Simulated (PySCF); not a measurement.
## Excitation energy of He⁺ by level of theory

He⁺ 1s1 (2S) → He⁺ 3d1 (2D), as a difference of total energies. Computed with PySCF 2.14 in aug-cc-pVQZ with one added diffuse shell each of s, p, d, f type (6s5p4d3f, 62 functions), with no relativity, point nucleus. The calculations carry no spin-orbit coupling.

| method | excitation energy (eV) |
| --- | --- |
| UHF | 49.211 |
| LDA | 47.087 |
| PBE | 48.085 |
| PBE0 | 48.370 |
| r2SCAN | 48.571 |
| B3LYP | 48.261 |
| CAM-B3LYP | 48.403 |
| TPSSh | 48.428 |
| M06-L | 48.180 |

For comparison: 48.372 eV (measured; NIST levels, between the centres of gravity of the two terms).
